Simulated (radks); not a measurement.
Results of a calculation; reference values are marked as such.
Trend from Zn4+ to Hg4+: ionisation energy by Delta-SCF between NIST ground configurations, and size. Code: a radial shooting solver on a logarithmic mesh with Libxc functionals. Model: Dirac Kohn-Sham, PBE, spin-unpolarised, spherical densities, finite nucleus; open shells are shared between the two j in proportion to 2j + 1; Fermi nuclear charge, rms radius of each element as measured or else 0.836 A^(1/3) + 0.57 fm.

| species | configuration | configuration of the ion | IE (eV) | NIST (eV) | kind | -e(HOMO) (eV) | outermost | <r> outermost (bohr) |
|---|---|---|---|---|---|---|---|---|
| Zn4+ | [Ar] 3d8 | [Ar] 3d7 | 85.673 | 83 | semi-emp. | 73.169 (3d5/2) | 3d5/2 | 0.775 |
| Cd4+ | [Kr] 4d8 | [Kr] 4d7 | 71.332 | 68 | theory | 62.172 (4d5/2) | 4d5/2 | 1.16 |
| Hg4+ | [Xe] 4f14 5d8 | [Xe] 4f14 5d7 | 64.926 | 61.2 | exp. | 56.294 (5d5/2) | 5d5/2 | 1.36 |

Reference values: NIST Atomic Spectra Database (exp. = measured, semi-emp. = semi-empirical, theory = theoretical value adopted there). Spin polarisation and multiplet splitting are left out, so open shells lie too high by an amount that depends on their filling. Sharing an open shell by 2j + 1 raises it above the true ground level by a part of the spin-orbit splitting, which enters the differences from NIST.

Beside tabulated values, note that spin-unpolarised runs miss the spin-polarisation part of the exchange energy of open shells.
